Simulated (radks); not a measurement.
Values are calculated unless marked as measured or tabulated.
Initial-state core-level shifts of neutral iron when its valence configuration changes from [Ar] 3d6 4s2. Code: a radial shooting solver on a logarithmic mesh with Libxc functionals. Model: scalar-relativistic Kohn-Sham, BLYP, spin-polarised, spherical densities, point nucleus; open shells are filled with parallel spins first. Shifts are changes of the shell-averaged eigenvalues in eV (positive: less bound).

valence               1s       2s       2p       3p
3d6 4s1 4p1       -1.412   -1.369   -1.370   -1.391
3d7 4s1           +4.168   +4.675   +4.626   +4.148
3d6.5 4s1 4p0.5   +1.568   +1.883   +1.855   +1.534
3d6 4p2           -2.910   -2.778   -2.783   -2.885
3d6 4s1.5 4p0.5   -0.786   -0.762   -0.763   -0.772
3d5 4s2 4p1       -7.283   -8.013   -7.945   -6.904
3d6.5 4s1.5       +2.293   +2.575   +2.549   +2.255
3d4 4s2 4p2      -16.438  -18.300  -18.130  -15.130
3d6 4s0.5 4p1.5   -2.181   -2.093   -2.096   -2.158
